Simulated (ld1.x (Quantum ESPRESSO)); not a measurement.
## Reading a pseudo-wave (Ca (Z = 20))

Columns: radius, all-electron u(r) and pseudo u(r) of the 4p shell (level -10.49 eV) of calcium in the configuration [Ne] 3s2 3p6 3d0 4s0 4p0; LDA (PZ), scalar-relativistic, PAW scheme, ld1.x (Quantum ESPRESSO) 7.5.

```tsv
r (bohr)	all-electron	pseudo
0.110	0.1299	-0.0271
0.220	0.1688	-0.1042
0.330	0.0874	-0.2189
0.440	-0.0360	-0.3530
0.550	-0.1511	-0.4856
0.660	-0.2359	-0.5965
0.770	-0.2847	-0.6694
0.880	-0.3000	-0.6944
0.990	-0.2874	-0.6691
1.100	-0.2532	-0.5982
1.210	-0.2035	-0.4925
1.320	-0.1435	-0.3655
1.430	-0.0774	-0.2318
1.540	-0.0084	-0.1036
1.650	0.0609	0.0106
1.760	0.1286	0.1073
1.870	0.1932	0.1868
1.980	0.2538	0.2528
2.090	0.3095	0.3095
2.200	0.3601	0.3601
2.310	0.4051	0.4051
2.420	0.4445	0.4445
2.530	0.4785	0.4785
2.640	0.5070	0.5070
2.750	0.5305	0.5305
2.860	0.5491	0.5491
```

Problem. How many radial nodes do the two functions have?

Solution. The all-electron 4p function has n − l − 1 = 2; the pseudo-wave has 1, since 1 lower shell of the same l stays in the valence.

Problem. At about which radius was the pseudo-wave matched?

Solution. 2.20 bohr. The columns agree to 0.0005 from 2.09 bohr on; several derivatives are matched, so the curves merge somewhat inside the radius.

Problem. Is the pseudo-wave norm-conserving?

Solution. No, it belongs to a PAW set: the norm inside the radius is not constrained, and the difference is carried by the augmentation charge.
